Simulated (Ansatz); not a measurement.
Calculated with Ansatz (gas phase, PBE0-D4/def2-TZVP geometries, no zero-point term in ΔE). CCSD(T)/CBS is the MP2 limit (def2-TZVPP, def2-QZVPP) plus CCSD(T) − MP2 in def2-TZVPP, frozen cores. Functionals use def2-TZVPP. B3LYP here is the variant with VWN-RPA as its local correlation; programs differ in this. HSE06 is defined as in plane-wave codes. For Ga outer-core shells are correlated without core-valence functions, which leaves a few kJ/mol of doubt a bond. Scalar relativity is left out up to krypton. One conformer a species, not always the lowest.

`C#C[SiH](N)[GaH2]` + `[SiH3][GaH2]` → `C#C[SiH2][GaH2]` + `N[SiH2][GaH2]`  (formal exchange of groups at a C–Si bond)

| level | ΔE (kJ/mol) | difference from CCSD(T)/CBS |
| --- | --- | --- |
| LDA (SPW92) | 12.2 | 1.0 |
| r2SCAN-D4 | 12.4 | 1.2 |
| r2SCAN0-D4 | 12.0 | 0.8 |
| HSE06-D4 | 12.0 | 0.8 |
| CAM-B3LYP-D4 | 11.4 | 0.2 |
| B2PLYP | 11.1 | -0.1 |
| revPBE | 10.7 | -0.5 |
| PBE0 | 10.8 | -0.4 |
| B3LYP | 10.1 | -1.1 |
| r2SCANh | 11.7 | 0.5 |
| CAM-B3LYP | 10.1 | -1.1 |
| MP2/def2-SVP | 13.4 | 2.2 |
| CCSD/def2-TZVPP | 11.5 | 0.3 |
| CCSD(T)/def2-TZVPP | 12.4 | 1.2 |
| HF/def2-QZVPP | 9.1 | -2.1 |
| CCSD/CBS(def2) | 10.4 | -0.8 |
| CCSD(T)/CBS | 11.2 | 0 |

Largest T1 diagnostic among the species: 0.014.

Leaving LDA and LC-ωPBE aside and taking each functional with its dispersion term where it has one, the values, not all of them listed here, spread over 2.1 kJ/mol, from B2PLYP to revPBE-D4.

CCSD(T)/CBS has its own doubt, a few kJ/mol and more with outer-core shells, so smaller differences from it don't rank the levels.
